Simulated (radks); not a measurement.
The numbers below are computed, except where a source is named.
Er9+, 59 electrons, occupied as [Kr] 4d10 4f7 5s2 5p4 (not the ground configuration).

Level of theory: scalar-relativistic Kohn-Sham, BLYP, spin-polarised, spherical densities, finite nucleus; open shells are filled with parallel spins first (spin-orbit coupling, left out, can overturn this in heavy ions); Fermi nuclear charge, rms radius 5.2516 fm (a radial shooting solver on a logarithmic mesh with Libxc functionals).

Energy parts (eV):
| part | energy |
|---|---|
| total | -355447.84 |
| kinetic | 385386.38 |
| electron-nucleus | -861862.11 |
| Hartree | 128436.15 |
| exchange-correlation | -7408.26 |

Orbitals (lengths in bohr, moments of r in powers of bohr; r(90%) holds 90 % of the orbital's charge):
1s up: occ. 1; eigenvalue (eV) -57545.24; r(90%) 0.0369; <r^2> 0.0005680; <r> 0.02037
1s down: occ. 1; eigenvalue (eV) -57545.00; r(90%) 0.0369; <r^2> 0.0005680; <r> 0.02037
2s up: occ. 1; eigenvalue (eV) -9817.621; r(90%) 0.134; <r^2> 0.008838; <r> 0.08648
2s down: occ. 1; eigenvalue (eV) -9817.388; r(90%) 0.134; <r^2> 0.008837; <r> 0.08648
2p up: occ. 3; eigenvalue (eV) -8705.200; r(90%) 0.125; <r^2> 0.007189; <r> 0.07673
2p down: occ. 3; eigenvalue (eV) -8704.920; r(90%) 0.125; <r^2> 0.007188; <r> 0.07672
3s up: occ. 1; eigenvalue (eV) -2344.515; r(90%) 0.331; <r^2> 0.05810; <r> 0.2255
3s down: occ. 1; eigenvalue (eV) -2340.377; r(90%) 0.330; <r^2> 0.05798; <r> 0.2253
3p up: occ. 3; eigenvalue (eV) -2006.067; r(90%) 0.336; <r^2> 0.05850; <r> 0.2247
3p down: occ. 3; eigenvalue (eV) -2001.914; r(90%) 0.336; <r^2> 0.05835; <r> 0.2244
3d up: occ. 5; eigenvalue (eV) -1581.363; r(90%) 0.317; <r^2> 0.04884; <r> 0.2040
3d down: occ. 5; eigenvalue (eV) -1578.141; r(90%) 0.317; <r^2> 0.04866; <r> 0.2037
4s up: occ. 1; eigenvalue (eV) -607.0683; r(90%) 0.721; <r^2> 0.2857; <r> 0.5033
4s down: occ. 1; eigenvalue (eV) -598.6958; r(90%) 0.722; <r^2> 0.2861; <r> 0.5037
4p up: occ. 3; eigenvalue (eV) -494.3053; r(90%) 0.770; <r^2> 0.3206; <r> 0.5313
4p down: occ. 3; eigenvalue (eV) -486.1316; r(90%) 0.771; <r^2> 0.3214; <r> 0.5320
4d up: occ. 5; eigenvalue (eV) -343.0827; r(90%) 0.845; <r^2> 0.3704; <r> 0.5664
4d down: occ. 5; eigenvalue (eV) -335.0671; r(90%) 0.847; <r^2> 0.3721; <r> 0.5676
4f up: occ. 7; eigenvalue (eV) -175.0996; r(90%) 1.02; <r^2> 0.4836; <r> 0.6340
4f down: occ. 0; eigenvalue (eV) -167.0867; r(90%) 1.03; <r^2> 0.4951; <r> 0.6405
5s up: occ. 1; eigenvalue (eV) -197.5971; r(90%) 1.55; <r^2> 1.339; <r> 1.096
5s down: occ. 1; eigenvalue (eV) -192.0140; r(90%) 1.56; <r^2> 1.364; <r> 1.106
5p up: occ. 3; eigenvalue (eV) -164.0808; r(90%) 1.71; <r^2> 1.623; <r> 1.206
5p down: occ. 1; eigenvalue (eV) -159.0897; r(90%) 1.73; <r^2> 1.665; <r> 1.221

The highest occupied level is 5p down at -159.09 eV. The configuration is held as typed, so some empty levels lie below it. Spin moment in Bohr magnetons: 9. The spin density at the nucleus is -5.91 e/bohr^3 (1s -2.09, 2s -1.61, 3s -27.97, 4s 11.25, 5s 14.51).
